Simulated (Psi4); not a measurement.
Input for Psi4: SAPT0/jun-cc-pV(D+d)Z on C2HNO (a complex), monomers drawn apart or pushed together.

```
memory 2025 MB

molecule dimer {
0 1
C     0.49743472   -0.31961376    0.05101062
O     0.64720353   -0.59820713   -1.02636477
--
0 1
C    -0.15434810    0.83562089    4.42220427
N    -0.32672647    1.13006079    5.51676069
H     0.00603243    0.56110125    3.40065437
units angstrom
symmetry c1
no_reorient
no_com
}

set {
  basis jun-cc-pV(D+d)Z
  scf_type df
  freeze_core true
}

energy('sapt0')
```

The log:

```
[...]
==> Input File <==

--------------------------------------------------------------------------
memory 2025 MB

molecule dimer {
0 1
C     0.49743472   -0.31961376    0.05101062
O     0.64720353   -0.59820713   -1.02636477
--
0 1
C    -0.15434810    0.83562089    4.42220427
N    -0.32672647    1.13006079    5.51676069
H     0.00603243    0.56110125    3.40065437
units angstrom
symmetry c1
no_reorient
no_com
}

set {
  basis jun-cc-pV(D+d)Z
  scf_type df
  freeze_core true
}

energy('sapt0')
--------------------------------------------------------------------------


   => Loading Basis Set <=

    Name: JUN-CC-PV(D+D)Z
    Role: ORBITAL
    Keyword: BASIS
    atoms 1, 3 entry C          line   188 file jun-cc-pv_dpd_z.gbs
    atoms 2    entry O          line   256 file jun-cc-pv_dpd_z.gbs
    atoms 4    entry N          line   222 file jun-cc-pv_dpd_z.gbs
    atoms 5    entry H          line    60 file jun-cc-pv_dpd_z.gbs

   => Loading Basis Set <=

    Name: JUN-CC-PV(D+D)Z
    Role: ORBITAL
    Keyword: BASIS
    atoms 1, 3 entry C          line   188 file jun-cc-pv_dpd_z.gbs
    atoms 2    entry O          line   256 file jun-cc-pv_dpd_z.gbs
    atoms 4    entry N          line   222 file jun-cc-pv_dpd_z.gbs
    atoms 5    entry H          line    60 file jun-cc-pv_dpd_z.gbs


  //>>>>>>>>>>>>>>>>>>>>>>>>>>>>>>>>>>>//
  //              Dimer HF             //
  //<<<<<<<<<<<<<<<<<<<<<<<<<<<<<<<<<<<//

   => Libint2 <=

    Primary   basis highest AM E, G, H:  7, 6, 3
    Auxiliary basis highest AM E, G, H:  7, 7, 4
    Onebody   basis highest AM E, G, H:  -, -, -
    Solid Harmonics ordering:            Gaussian


   => Loading Basis Set <=

    Name: JUN-CC-PV(D+D)Z
    Role: ORBITAL
    Keyword: BASIS
    atoms 1, 3 entry C          line   188 file jun-cc-pv_dpd_z.gbs
    atoms 2    entry O          line   256 file jun-cc-pv_dpd_z.gbs
    atoms 4    entry N          line   222 file jun-cc-pv_dpd_z.gbs
    atoms 5    entry H          line    60 file jun-cc-pv_dpd_z.gbs


         ---------------------------------------------------------
                                   SCF
               by Justin Turney, Rob Parrish, Andy Simmonett
                          and Daniel G. A. Smith
                              RHF Reference
                        1 Threads,   1931 MiB Core
         ---------------------------------------------------------

  ==> Geometry <==

    Molecular point group: c1
    Full point group: C1

    Geometry (in Angstrom), charge = 0, multiplicity = 1:

       Center              X                  Y                   Z               Mass
    ------------   -----------------  -----------------  -----------------  -----------------
         C            0.497434720000    -0.319613760000     0.051010620000    12.000000000000
         O            0.647203530000    -0.598207130000    -1.026364770000    15.994914619570
         C           -0.154348100000     0.835620890000     4.422204270000    12.000000000000
         N           -0.326726470000     1.130060790000     5.516760690000    14.003074004430
         H            0.006032430000     0.561101250000     3.400654370000     1.007825032230

  Running in c1 symmetry.

  Rotational constants: A =      1.39050  B =      0.02334  C =      0.02296 [cm^-1]
  Rotational constants: A =  41686.25252  B =    699.73838  C =    688.18661 [MHz]
  Nuclear repulsion =   65.327080296688578

  Charge       = 0
  Multiplicity = 1
  Electrons    = 28
  Nalpha       = 14
  Nbeta        = 14

  ==> Algorithm <==

  SCF Algorithm Type is DF.
  DIIS enabled.
  MOM disabled.
  Fractional occupation disabled.
  Guess Type is SAD.
  Energy threshold   = 1.00e-08
  Density threshold  = 1.00e-08
  Integral threshold = 1.00e-12

  ==> Primary Basis <==

  Basis Set: JUN-CC-PV(D+D)Z
    Blend: JUN-CC-PV(D+D)Z
    Number of shells: 35
    Number of basis functions: 77
    Number of Cartesian functions: 81
    Spherical Harmonics?: true
    Max angular momentum: 2

   => Loading Basis Set <=

    Name: (JUN-CC-PV(D+D)Z AUX)
    Role: JKFIT
    Keyword: DF_BASIS_SCF
    atoms 1, 3 entry C          line   146 file jun-cc-pvdz-jkfit.gbs
    atoms 2    entry O          line   258 file jun-cc-pvdz-jkfit.gbs
    atoms 4    entry N          line   202 file jun-cc-pvdz-jkfit.gbs
    atoms 5    entry H          line    70 file jun-cc-pvdz-jkfit.gbs

  ==> Integral Setup <==

  DFHelper Memory: AOs need 0.015 GiB; user supplied 1.414 GiB.
  SCF_SUBTYPE=INCORE selected. In-core MEM_DF algorithm will be used.
  Using in-core AOs.

  ==> MemDFJK: Density-Fitted J/K Matrices <==

    J tasked:                   Yes
    K tasked:                   Yes
    wK tasked:                   No
    OpenMP threads:               1
    Algorithm:                 Core
    Schwarz Cutoff:           1E-12
    Mask sparsity (%):      13.6279
    Fitting Condition:        1E-10

   => Auxiliary Basis Set <=

  Basis Set: (JUN-CC-PV(D+D)Z AUX)
    Blend: JUN-CC-PVDZ-JKFIT
    Number of
[...]
     4.209564    69A      4.209564    70A      4.846933
      71A      4.846935    72A      5.359011    73A      5.579608
      74A      5.579614    75A      7.230126    76A     18.166993
      77A     33.473804

    Final Occupation by Irrep:
              A
    DOCC [     7 ]
    NA   [     7 ]
    NB   [     7 ]

  @DF-RHF Final Energy:   -92.88647186652106

   => Energetics <=

    Nuclear Repulsion Energy =             24.0244435005904684
    One-Electron Energy =                -172.7206649676931818
    Two-Electron Energy =                  55.8097496005816396
    Total Energy =                        -92.8864718665210631

Computation Completed


Properties will be evaluated at   0.000000,   0.000000,   0.000000 [a0]

Properties computed using the SCF density matrix


 Multipole Moments:

 ------------------------------------------------------------------------------------
     Multipole            Electronic (a.u.)      Nuclear  (a.u.)        Total (a.u.)
 ------------------------------------------------------------------------------------

 L = 1.  Multiply by 2.5417464519 to convert [e a0] to [Debye]
 Dipole X            :          6.2551599           -6.0606190            0.1945409
 Dipole Y            :        -25.8160378           25.4834332           -0.3326046
 Dipole Z            :       -130.7799967          129.5430027           -1.2369940
 Magnitude           :                                                    1.2956180

 ------------------------------------------------------------------------------------

  Constructing Basis Sets for SAPT...

   => Loading Basis Set <=

    Name: (JUN-CC-PV(D+D)Z AUX)
    Role: RIFIT
    Keyword: DF_BASIS_SAPT
    atoms 1, 3 entry C          line   100 file jun-cc-pvdz-ri.gbs
    atoms 2    entry O          line   188 file jun-cc-pvdz-ri.gbs
    atoms 4    entry N          line   144 file jun-cc-pvdz-ri.gbs
    atoms 5    entry H          line    30 file jun-cc-pvdz-ri.gbs

   => Loading Basis Set <=

    Name: (JUN-CC-PV(D+D)Z AUX)
    Role: JKFIT
    Keyword: DF_BASIS_ELST
    atoms 1, 3 entry C          line   146 file jun-cc-pvdz-jkfit.gbs
    atoms 2    entry O          line   258 file jun-cc-pvdz-jkfit.gbs
    atoms 4    entry N          line   202 file jun-cc-pvdz-jkfit.gbs
    atoms 5    entry H          line    70 file jun-cc-pvdz-jkfit.gbs


  //>>>>>>>>>>>>>>>>>>>>>>>>>>>>>>>>>>>//
  //               SAPT0               //
  //<<<<<<<<<<<<<<<<<<<<<<<<<<<<<<<<<<<//



        SAPT0
    Ed Hohenstein
     6 June 2009

      Orbital Information
  --------------------------
    NSO        =        77
    NMO        =        77
    NRI        =       274
    NRI (Elst) =       339
    NOCC A     =         7
    NOCC B     =         7
    FOCC A     =         2
    FOCC B     =         2
    NVIR A     =        70
    NVIR B     =        70

    Elst10,r            =    -0.000876714982 [Eh]
    Exch10              =     0.000106733343 [Eh]
    Exch10 (S^2)        =     0.000106720174 [Eh]

    Maxiter = 50
    CPHF R converge = 1.000000E-08

    Iter     Energy [mEh]          dE [mEh]         Residual      Time [s]
       1      -0.10484567       0.104845670     3.847618e-03             0
       2      -0.10759069       0.002745015     1.200486e-03             0
       3      -0.12650265       0.018911960     1.223532e-04             0
       4      -0.12627548      -0.000227169     2.808387e-05             0
       5      -0.12620534      -0.000070140     3.843116e-06             0
       6      -0.12621375       0.000008416     6.084748e-07             0
       7      -0.12621328      -0.000000476     1.399318e-07             0
       8      -0.12621325      -0.000000022     4.231502e-08             0
       9      -0.12621329       0.000000034     6.652310e-09             0

    CHF Iterations converged

    Maxiter = 50
    CPHF R converge = 1.000000E-08

    Iter     Energy [mEh]          dE [mEh]         Residual      Time [s]
       1      -0.00390920       0.003909197     5.894979e-04             0
       2      -0.00409754       0.000188344     2.168855e-04             0
       3      -0.00468199       0.000584451     3.519414e-05             0
       4      -0.00467423      -0.000007758     7.747030e-06             0
       5      -0.00466702      -0.000007218     9.348104e-07             0
       6      -0.00466767       0.000000656     1.299296e-07             0
       7      -0.00466762      -0.000000049     1.898714e-08             0
       8      -0.00466763       0.000000004     3.959025e-09             0

    CHF Iterations converged

    Ind20,r (A<-B)      =    -0.000126213289 [Eh]
    Ind20,r (B<-A)      =    -0.000004667628 [Eh]
    Ind20,r             =    -0.000130880917 [Eh]
    Exch-Ind20,r (A<-B) =     0.000013161416 [Eh]
    Exch-Ind20,r (B<-A) =     0.000000603993 [Eh]
    Exch-Ind20,r        =     0.000013765410 [Eh]
    Disp20              =    -0.000242716263 [Eh]
    Disp20 (SS)         =    -0.000121358132 [Eh]
    Disp20 (OS)         =    -0.000121358132 [Eh]
    Exch-Disp20         =     0.000004972689 [Eh]
    Exch-Disp20 (SS)    =     0.000003057320 [Eh]
    Exch-Disp20 (OS)    =     0.000001915368 [Eh]

    SAPT Results
  --------------------------------------------------------------------------------------------------------
    Electrostatics                 -0.87671498 [mEh]      -0.55014696 [kcal/mol]      -2.30181487 [kJ/mol]
      Elst10,r                     -0.87671498 [mEh]      -0.55014696 [kcal/mol]      -2.30181487 [kJ/mol]

    Exchange                        0.10673334 [mEh]       0.06697618 [kcal/mol]       0.28022835 [kJ/mol]
      Exch10                        0.10673334 [mEh]       0.06697618 [kcal/mol]       0.28022835 [kJ/mol]
      Exch10(S^2)                   0.10672017 [mEh]       0.06696792 [kcal/mol]       0.28019378 [kJ/mol]

    Induction                      -0.13071421 [mEh]      -0.08202441 [kcal/mol]      -0.34319011 [kJ/mol]
      Ind20,r                      -0.13088092 [mEh]      -0.08212902 [kcal/mol]      -0.34362780 [kJ/mol]
      Exch-Ind20,r                  0.01376541 [mEh]       0.00863793 [kcal/mol]       0.03614108 [kJ/mol]
      delta HF,r (2)               -0.01359870 [mEh]      -0.00853332 [kcal/mol]      -0.03570339 [kJ/mol]

    Dispersion                     -0.23774357 [mEh]      -0.14918635 [kcal/mol]      -0.62419567 [kJ/mol]
      Disp20                       -0.24271626 [mEh]      -0.15230675 [kcal/mol]      -0.63725146 [kJ/mol]
      Exch-Disp20                   0.00497269 [mEh]       0.00312041 [kcal/mol]       0.01305579 [kJ/mol]
      Disp20 (SS)                  -0.12135813 [mEh]      -0.07615338 [kcal/mol]      -0.31862573 [kJ/mol]
      Disp20 (OS)                  -0.12135813 [mEh]      -0.07615338 [kcal/mol]      -0.31862573 [kJ/mol]
      Exch-Disp20 (SS)              0.00305732 [mEh]       0.00191850 [kcal/mol]       0.00802699 [kJ/mol]
      Exch-Disp20 (OS)              0.00191537 [mEh]       0.00120191 [kcal/mol]       0.00502880 [kJ/mol]

  Total HF                         -0.90069585 [mEh]      -0.56519518 [kcal/mol]      -2.36477663 [kJ/mol]
  Total SAPT0                      -1.13843943 [mEh]      -0.71438152 [kcal/mol]      -2.98897230 [kJ/mol]

  Special recipe for scaled SAPT0 (see Manual):
    Electrostatics sSAPT0          -0.87671498 [mEh]      -0.55014696 [kcal/mol]      -2.30181487 [kJ/mol]
    Exchange sSAPT0                 0.10673334 [mEh]       0.06697618 [kcal/mol]       0.28022835 [kJ/mol]
    Induction sSAPT0               -0.13070911 [mEh]      -0.08202121 [kcal/mol]      -0.34317673 [kJ/mol]
    Dispersion sSAPT0              -0.23774173 [mEh]      -0.14918519 [kcal/mol]      -0.62419084 [kJ/mol]
  Total sSAPT0                     -1.13843249 [mEh]      -0.71437717 [kcal/mol]      -2.98895408 [kJ/mol]
  --------------------------------------------------------------------------------------------------------



*** Psi4 exiting successfully. Buy a developer a beer!
```

The run finished.

Cost: around 4 core-seconds (rough).
